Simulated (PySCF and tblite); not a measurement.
The numbers below are computed, except where a source is named.
C5H14Si2, numbered as in [SiH3:1][C@@H:2]1[CH2:3][CH2:4][CH2:5][SiH2:6][CH2:7]1. Search: ETKDG, MMFF94s, GFN2-xTB, 60 starts; geometries at GFN2-xTB. Weights use PBE0-D3(BJ)/pcSseg-1 energies plus GFN2-xTB zero-point and thermal terms (modes under about 100 cm⁻¹ blended into free rotors). Symmetry numbers and mirror images are counted. Conformers within 3 kcal/mol (GFN2-xTB free energy) were kept, 10 at most. GIAO shieldings: PBE0/pcSseg-1. Shifts are against TMS (¹H), TMS (¹³C), TMS (²⁹Si) at the same level. Run with PySCF (density fitting) and tblite.

The 6-ring runs over atoms 2–3–4–5–6–7.

```csv
conformer,shape,point group,mirror pair,ΔE(DFT),Δ(G−E) at 250 K,δ Si1 (ppm)
1,6-ring chair (all substituents equatorial),C1,no,0.00,0.00,-57.9
2,6-ring chair (Si1 axial),C1,no,1.25,0.21,-71.2
```

Energies in kcal/mol; the thermal term leaves out symmetry numbers and mirror images.

(1) Work out the weights at 250 K and the ²⁹Si shift of Si1 under fast exchange.

Unscaled ²⁹Si shifts at such levels can be off by tens of ppm; differences between conformers or isomers are more reliable.

Answers

(1) RT = 0.497 kcal/mol. Each conformer gets RT ln(σ/g), with σ the rotational symmetry number and g = 2 for a mirror pair: 1: σ = 1, g = 1, G = 0.00 + 0.00 + 0.00 = 0.00, 0.00 above the lowest, exp(−ΔG/RT) = 1.000; 2: σ = 1, g = 1, G = 1.25 + 0.21 + 0.00 = 1.46, 1.46 above the lowest, exp(−ΔG/RT) = 0.053. The sum is 1.053, so the weights are 94.9, 5.1 %. The averaged shift is -58.6 ppm. At 298.15 K it is -58.9 ppm. At 298.15 K the leading conformer alone gives -57.9 ppm and bare DFT energies give -59.4 ppm.
